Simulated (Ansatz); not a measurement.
`CC[SiH](N)F` + H₂ → `N[SiH2]F` + `CC`  (hydrogenolysis of the Si–C bond)

Isolated molecules relaxed with PBE0-D4/def2-TZVP in Ansatz; ΔE leaves out vibrations. CCSD(T)/CBS is the MP2 limit (def2-TZVPP, def2-QZVPP) plus CCSD(T) − MP2 in def2-TZVPP, frozen cores. This one scheme is used for every species. DFT in def2-TZVPP. B3LYP here is the variant with VWN-RPA as its local correlation; programs differ in this. HSE06 is defined as in plane-wave codes. Each species was taken in one conformer, which may not be the lowest.

| level | ΔE (kcal/mol) | difference from CCSD(T)/CBS |
| --- | --- | --- |
| B97M-V | -5.8 | -0.9 |
| PBE0-D4 | -4.9 | 0.0 |
| B3LYP-D4 | -5.4 | -0.5 |
| r2SCAN0-D4 | -4.9 | 0.0 |
| HSE06-D4 | -5.0 | -0.1 |
| BHLYP-D4 | -6.5 | -1.6 |
| PBE | -6.1 | -1.2 |
| revPBE | -7.2 | -2.3 |
| r2SCAN | -4.8 | 0.1 |
| BHLYP | -9.0 | -4.1 |
| LC-ωPBE | -6.3 | -1.4 |
| HF/def2-SVP | -12.4 | -7.5 |
| CCSD/def2-SVP | -8.6 | -3.7 |
| CCSD/def2-TZVPP | -6.6 | -1.7 |
| CCSD(T)/def2-TZVPP | -5.5 | -0.6 |
| CCSD/CBS(def2) | -6.0 | -1.1 |
| CCSD(T)/CBS | -4.9 | 0 |

Largest T1 diagnostic among the species: 0.011.

In def2-TZVPP, CCSD(T) changes the Hartree–Fock value by +6.3 kcal/mol (the triples alone add +1.1 kcal/mol) and MP2 by +7.3 kcal/mol. The D4 term adds +3.0 kcal/mol with B3LYP and +1.7 kcal/mol with PBE0; it sums over pairs of atoms, weighted by their polarisabilities, and B3LYP, whose exchange is more repulsive, gets the larger term.

CCSD(T)/CBS has its own doubt, a few kJ/mol and more with outer-core shells, so smaller differences from it don't rank the levels.
